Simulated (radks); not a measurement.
Values are calculated unless marked as measured or tabulated.
Spherical jellium clusters: N electrons in a uniform positive sphere of charge N and radius rs N^(1/3), rs = 3.56 bohr. Level of theory: non-relativistic Kohn-Sham, PBEsol, spin-polarised, spherical densities (a radial shooting solver with Libxc functionals). Levels are named by radial order and angular momentum (1s, 1p, 1d, 2s, ...), and open shells are averaged over m.

N = 4, configuration 1s2 1p(up 2, down 0). This is the lowest configuration that the search found. Occupied and some empty levels:

level    occupation  eigenvalue (eV)  <r> (bohr)
1s up             1          -4.8576       4.157
1s down           1          -4.2472       3.940
1p up             2          -2.8316       5.355
1p down           0          -2.0220       5.395
2s up             0         -0.74324       8.694
1d up             0         -0.73711       7.201

Energy (eV): total -5.74094, kinetic 8.6326, external -87.359, Hartree 41.663, exchange-correlation -14.904, background 46.226.

Electron density:

r (bohr)  n(r) (e/bohr^3)
0.202            0.006829
0.711            0.006821
1.22             0.006784
1.73             0.006680
2.24             0.006459
2.74             0.006077
3.25             0.005509
3.76             0.004772
4.27             0.003920
4.78             0.003041
5.29             0.002221
5.79             0.001533
6.30             0.001008
6.81            0.0006372
7.32            0.0003917
7.83            0.0002362
8.34            0.0001410
8.85           0.00008376
9.35           0.00004968
9.86           0.00002948
